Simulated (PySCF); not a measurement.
A structure optimised at B3LYP-D3(BJ)/def2-SVP, used in a PySCF frequency run:

```xyz
7

Sc     0.0000     0.0000     0.0000
O      1.5874    -0.9974     0.0000
H      2.0522    -1.8381     0.0000
O     -1.6575    -0.8760     0.0000
H     -2.6179    -0.8582     0.0000
O      0.0701     1.8734     0.0000
H      0.5658     2.6963     0.0000
```

Write its SMILES, formula and point group.

[OH][Sc]([OH])[OH], H₃O₃Sc, C3h

What are its rotational constants (standard atomic weights)?

5.2741, 5.2741, 2.6371 GHz
